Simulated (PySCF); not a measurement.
Stepwise substitution at one centre (Si C2H5-SH). Isolated molecules, 0 K electronic values unless said otherwise. One relaxed conformer stands for each flexible species; it need not be the lowest. Strings in code marks are SMILES.

These are PySCF 2.14.0 with PBE0-D4/def2-TZVP // PBE0-D4/def2-SVP values and carry that method's errors. Excitations are Tamm–Dancoff values on a coarser integration grid. The basis has no diffuse functions, so Rydberg states are missing or too high.

```csv
species,T1 excitation (TDA) (eV),S1–T1 gap (TDA) (eV)
0 of 4 C2H5 replaced by SH (`CC[Si](CC)(CC)CC`),…,…
1 of 4 C2H5 replaced by SH,5.51,0.53
2 of 4 C2H5 replaced by SH (`S[Si](CC)(S)CC`),5.29,0.45
3 of 4 C2H5 replaced by SH,5.33,0.48
4 of 4 C2H5 replaced by SH (`S[Si](S)(S)S`),5.00,0.36
```

Fill in the missing entries.


- 0 of 4 C2H5 replaced by SH (`CC[Si](CC)(CC)CC`), T1 excitation (TDA) (eV): 7.24
- 0 of 4 C2H5 replaced by SH (`CC[Si](CC)(CC)CC`), S1–T1 gap (TDA) (eV): 0.20
